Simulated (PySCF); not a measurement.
Compound: C8H12BN.
Atom-mapped SMILES: `[CH3:1][B:2]([CH3:3])[c:4]1[cH:5][cH:6][c:7]([NH2:8])[cH:9][cH:10]1` (hydrogens: H11, H12, H13 on C1; H14, H15, H16 on C3; H17 on C5; H18 on C6; H19, H20 on N8; H21 on C9; H22 on C10)

Computed, not measured: PySCF 2.14.0, PBE0-D3(BJ)/def2-SVP geometry optimisation, gas phase.

Task: What internal coordinates does the optimisation give?

Result: 
```json
{"bond": "C1–B2, B2–C3", "length (Å)": "1.580"}
{"bond": "B2–C4", "length (Å)": "1.556"}
{"bond": "C4–C5, C4–C10", "length (Å)": "1.411"}
{"bond": "C5–C6, C9–C10", "length (Å)": "1.385"}
{"bond": "C6–C7, C7–C9", "length (Å)": "1.409"}
{"bond": "C7–N8", "length (Å)": "1.368"}
{"bond": "C1–H11 and 5 like bonds", "length (Å)": "1.103"}
{"bond": "C5–H17, C10–H22", "length (Å)": "1.093"}
{"bond": "C6–H18, C9–H21", "length (Å)": "1.094"}
{"bond": "N8–H19, N8–H20", "length (Å)": "1.010"}
```

Bonds in one row agree within 0.01 Å and their mean is given. A selection of angles:
```json
{"angle": "C1–B2–C3", "degrees": "116.6"}
{"angle": "C1–B2–C4", "degrees": "121.9"}
{"angle": "B2–C4–C5", "degrees": "122.2"}
{"angle": "C5–C4–C10", "degrees": "115.6"}
{"angle": "C4–C5–C6", "degrees": "122.8"}
{"angle": "C5–C6–C7", "degrees": "120.4"}
{"angle": "C6–C7–N8", "degrees": "120.9"}
{"angle": "C6–C7–C9", "degrees": "118.1"}
{"angle": "H19–N8–C7", "degrees": "118.4"}
{"angle": "H20–N8–C7", "degrees": "118.4"}
```

Torsions: C1–B2–C4–C5 2° (synperiplanar). The mirror-image conformer, all signs reversed, is as good.

The 6 C–C bonds span 1.385 Å (C9–C10, aromatic) to 1.411 Å (C4–C10, aromatic), a spread of 0.026 Å. The 10 heavy atoms lie in one plane (0.018 Å rms). N8 (aniline-type nitrogen) has angles 118.4°, 118.4° and 115.5°, sum 352.3°, 0.18 Å off the plane of its three neighbours. B2 (three-coordinate boron) is planar (angles 121.9°, 121.5° and 116.6°, sum 360.0°, 0.00 Å off the plane of its three neighbours). Of the pairs four or more bonds apart, H11···H17 is among the closest relative to their van der Waals radii: 2.09 Å, 87 % of the sum of Bondi's values. The 3 B–C bonds span 1.556 Å (B2–C4, drawn single) to 1.581 Å (B2–C3, drawn single), a spread of 0.025 Å. The 6-membered ring C4–C5–C6–C7–C9–C10 has internal angles of 115.6° to 122.8° (sum 720°, against 720° for a flat polygon); it is planar, 0.00 Å rms from its mean plane, widest ring torsion 0°.

Point group: near C2, missed by 0.35 Å at most; the miss may be what the optimiser left on a soft mode. Whether it is a minimum is left open (no frequencies).
